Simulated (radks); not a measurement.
Task: Successive ionisation energies (eV) of one element, from differences of total energies of ions in their ground configurations, starting at charge 0: 5.245, 14.127, 21.443, 46.311, 68.343, 111.56, 114.09, 134.80, 145.46, 173.64, 192.05, 218.48. All-electron calculation, scalar-relativistic Kohn-Sham, BLYP, spin-polarised, spherical densities, point nucleus; open shells are filled with parallel spins first (spin-orbit coupling, left out, can overturn this in heavy ions). Program: a radial shooting solver on a logarithmic mesh with Libxc functionals. Which element is it?

Result: Lutetium (Z = 71). The first species listed is Lu in [Xe] 4f14 5d1 6s2, the last Lu11+ in [Kr] 4d10 4f12 5s2.
